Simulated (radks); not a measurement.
Question: Species: Ho4+. Configuration: [Xe] 4f7 6p2 (not the ground configuration). Method: Dirac Kohn-Sham, Wu-Cohen GGA, spin-unpolarised, spherical densities, finite nucleus; open shells are shared between the two j in proportion to 2j + 1; Fermi nuclear charge, rms radius 5.2022 fm; computed with a radial shooting solver on a logarithmic mesh with Libxc functionals. Some entries of the table are withheld. Estimate them.

| orbital | occ. | eigenvalue (hartree) | <r^2> (bohr^2) |
|---|---|---|---|
| 1s1/2 | 2 | -2039.606 | 0.0005884 |
| 2s1/2 | 2 | (1) | 0.009115 |
| 2p1/2 | 2 | -327.2533 | (2) |
| 2p3/2 | 4 | -295.7711 | (3) |
| 3s1/2 | 2 | -79.32273 | 0.06034 |
| 3p1/2 | 2 | -72.15154 | 0.05592 |
| 3p3/2 | 4 | -65.58006 | 0.06281 |
| 3d3/2 | 4 | -53.24956 | 0.04966 |
| 3d5/2 | 6 | -51.81518 | 0.05157 |
| 4s1/2 | 2 | -18.17885 | 0.3000 |
| 4p1/2 | 2 | -15.32011 | 0.3126 |
| 4p3/2 | 4 | -13.81228 | 0.3488 |
| 4d3/2 | 4 | -9.08604 | 0.3877 |
| 4d5/2 | 6 | -8.80701 | 0.4011 |
| 5s1/2 | 2 | -4.22921 | (4) |
| 5p1/2 | 2 | -3.34699 | 1.818 |
| 5p3/2 | 4 | -3.08541 | 2.027 |
| 4f5/2 | 3 | -3.06858 | 0.5717 |
| 4f7/2 | 4 | -3.02231 | 0.5830 |
| 5d3/2 | 0 | -1.82738 | 3.177 |
| 5d5/2 | 0 | -1.79334 | 3.281 |
| 6s1/2 | 0 | -1.45648 | 7.279 |
| 6p1/2 | 0.666667 | -1.20611 | 8.980 |
| 6p3/2 | 1.33333 | -1.15077 | 9.729 |

Answer: 
(1) 2s1/2 eigenvalue (hartree): -343.6137
(2) 2p1/2 <r^2> (bohr^2): 0.006584
(3) 2p3/2 <r^2> (bohr^2): 0.007807
(4) 5s1/2 <r^2> (bohr^2): 1.544
